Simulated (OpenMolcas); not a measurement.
# Ga2+: effect of the active space

- Program: OpenMolcas 26.06
- Method: CASSCF or its RAS form
- Basis: ANO-R2
- Scalar Hamiltonian: X2C, finite nucleus
- Spin-orbit coupling: state interaction with AMFI integrals over the reference wave functions, term energies averaged over their components

A. 1 electron in 4 orbitals (4s 4p); 2S+1 = 2 even, 1 root; 2S+1 = 2 odd, 3 roots; cost of the order of 8 core-seconds
B. 1 electron in 8 orbitals (4s 4p 5s 5p); 2S+1 = 2 even, 1 root; 2S+1 = 2 odd, 3 roots; cost of the order of 10 core-seconds
C. 1 electron in 9 orbitals (RAS2 4s 4p; RAS3 4d, at most 1 electron); 2S+1 = 2 even, 1 root; 2S+1 = 2 odd, 3 roots; cost about 13 core-seconds

Energies in eV above 4s ²S_1/2, the measured ground level; measured values from Shirai, Reader, Kramida and Sugar, J. Phys. Chem. Ref. Data 36, 509 (2007).

```json
{"Level": "4s ²S_1/2", "A": "0.0000", "B": "0.0000", "C": "0.0000", "Measured": "0.0000"}
{"Level": "4p ²P°_1/2", "A": "7.7719", "B": "7.7719", "C": "7.7719", "Measured": "8.0800"}
{"Level": "4p ²P°_3/2", "A": "7.9397", "B": "7.9397", "C": "7.9397", "Measured": "8.2930"}
```

Deviations, from unrounded energies. A percentage is the sum of absolute deviations over the sum of measured energies, with the sign that they share, or ± where signs differ.

```json
{"Against measurement": "mean absolute deviation (cm-1)", "Levels": "2", "A": "2700", "B": "2700", "C": "2700"}
{"Against measurement": "other configurations (%)", "Levels": "2", "A": "-4.0", "B": "-4.0", "C": "-4.0"}
```

A, B, C lie about equally close to measurement. The largest miss of A in the table is 4p ²P°_3/2, by -2800 cm-1. The ranking rests on the paired levels alone, and a cruder setting can come out closer through cancelling errors.

Among A to C no level of the table moves by more than 5 cm-1.

With one active electron the reference holds no correlation, so core polarisation is missing. With one active electron outside closed inactive shells, the extra shells (5p 5s) add no correlation to the reference (holds for B). With one active electron outside closed inactive shells, the extra shells (4d) add no correlation to the reference (holds for C). Computed and measured levels are paired by configuration, term and J; levels that our copy of the source lacks, or whose pairing is in doubt (as where it misses far off the trend of its configuration), stay unpaired and out of the deviations. Levels of configurations outside the active space are missing.

° marks odd parity.
